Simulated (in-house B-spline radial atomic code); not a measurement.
How numerical settings move a run on Ho II (Ho+), [Xe] 4f11 6s1. Computed with a B-spline radial code for spherical atoms: scalar-relativistic (X2C) AM05, spherical fractional occupations, Fermi nucleus of rms radius 5.2022 fm.

Command:
```bash
python run_scf.py task.json out
```
Settings of the sound reference run:
```
Z                67
electrons        66
configuration    [Xe] 4f11 6s1
hamiltonian      x2c
method           am05
spin_polarised   False
nucleus          fermi
rms_radius       5.2022
mass_number      165
atomic_mass      164.9303
speed_of_light   137.036
knot_spacing     0.22
spline_order     8
gauss_points     12
box_radius       35.29
max_iterations   70
damping          0.5
damped_steps     3
diis_vectors     10
tolerance        1e-08
start            Thomas-Fermi
```

Run time, properties included: 0.33 s on 1 thread of Intel(R) Xeon(R) Platinum 8375C CPU @ 2.90GHz, on a shared host.

It converges in 14 iterations to -12607.348668 hartree, with 6s at -8.88413 eV. The other runs change the listed settings, some to values that make no sense; their results aren't properties of the atom or ion. Radii are in bohr (the nuclear one in fm), a minus after a letter asks for a j subshell, and «unchanged» means within 1e-8 hartree. The run stops when the residual is below 10 × tolerance × max(1, Z/10), or a noise floor if that is larger, and the energy moves by less than 1e-8 × √|E| hartree; so very loose and very tight tolerances often act alike.

| changed settings | outcome |
| --- | --- |
| first_knot = 0.0448 | converged in 14 iterations, energy +1.74e+01 hartree from the reference, 6s level +1.5e-02 eV |
| electrons = 67, configuration = [Xe] 4f11 6s1 1f1, max_iterations = 100 | stopped with error: there is no 1f shell |
| spline_order = 3 | converged in 14 iterations, energy +4.33e-01 hartree from the reference, 6s level +9.5e-03 eV |
| spline_order = 5 | converged in 14 iterations, energy +3.10e-04 hartree from the reference, 6s level +1.3e-05 eV |
| start = bare nucleus | converged in 13 iterations, energy unchanged, 6s level -2.8e-06 eV |
| spline_order = 6 | converged in 14 iterations, energy +1.92e-05 hartree from the reference, 6s level +1.5e-06 eV |
| first_knot = 0.00149 | converged in 14 iterations, energy -4.37e-01 hartree from the reference, 6s level -4.2e-04 eV |
| hamiltonian = dirac, method = hf, speed_of_light = 50.2648 | stopped with error: Z/c is past the critical charge |
| first_knot = 1.49e-05 | converged in 14 iterations, energy +8.54e-07 hartree from the reference, 6s level +5.2e-07 eV |
| knot_spacing = 0.15, max_iterations = 50, diis_vectors = 1, tolerance = 1e-05 | not converged after 50 iterations, last residual 2.7e+00, last energy +2.04e+02 hartree from the reference |
| electrons = 69, configuration = [Xe] 4f11 6s1 7s3, max_iterations = 75 | stopped with error: shell 7s holds at most 2 electrons |
| first_knot = 0.0149 | converged in 14 iterations, energy +1.24e+00 hartree from the reference, 6s level +1.1e-03 eV |
| spline_order = 4 | converged in 14 iterations, energy +8.62e-03 hartree from the reference, 6s level +2.6e-04 eV |
| first_knot = 0.000149 | converged in 14 iterations, energy -8.72e-06 hartree from the reference, 6s level +1.7e-06 eV |

Problem. What happens with first_knot = 0.0448, max_iterations = 5, damping = 0.8, diis_vectors = 20?

Solution. Not converged after 5 iterations, last residual 1.7e-01, last energy +1.85e+01 hartree from the reference.

Problem. What happens with spline_order = 7?

Solution. Converged in 14 iterations, energy -5.10e-07 hartree from the reference, 6s level +3.4e-06 eV.

Problem. What happens with first_knot = 0.00448?

Solution. Converged in 14 iterations, energy -8.78e-01 hartree from the reference, 6s level -8.4e-04 eV.

Problem. What happens with knot_spacing = 1, first_knot = 1.49e-05, max_iterations = 50, damped_steps = 0, tolerance = 1e-05?

Solution. Converged in 7 iterations, energy +3.28e+02 hartree from the reference, 6s level +2.1e-01 eV (the program warns: 6s reaches the box edge; 3s reaches the box edge).
